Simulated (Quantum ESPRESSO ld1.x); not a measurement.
Q: The mean radii <r> (bohr) of the occupied orbitals of an atom or ion are listed with their occupations. Method: scalar-relativistic Kohn-Sham, PW91, spin-unpolarised, spherical densities, point nucleus; computed with ld1.x of Quantum ESPRESSO 7.5.

| orbital | occ. | <r> |
|---|---|---|
| 1s | 2 | 0.03428 |
| 2s | 2 | 0.1496 |
| 2p | 6 | 0.1304 |
| 3s | 2 | 0.4154 |
| 3p | 6 | 0.4164 |
| 3d | 10 | 0.3990 |
| 4s | 2 | 1.057 |
| 4p | 6 | 1.172 |
| 4d | 5 | 1.675 |
| 5s | 1 | 3.062 |
| 6s | 1 | 8.818 |

Name the element and its charge.

A: Z = 43, technetium, charge 0: Tc in [Kr] 4d5 5s1 6s1. The 1s radius gives Z: for a bare nucleus <r> = (2 gamma + 1)/(2Z) with gamma = sqrt(1 - (Z/c)^2), 0.03371 bohr for Z = 43, and screening makes it slightly larger (0.03428 here). The occupations add up to 43, and the charge is Z minus that.
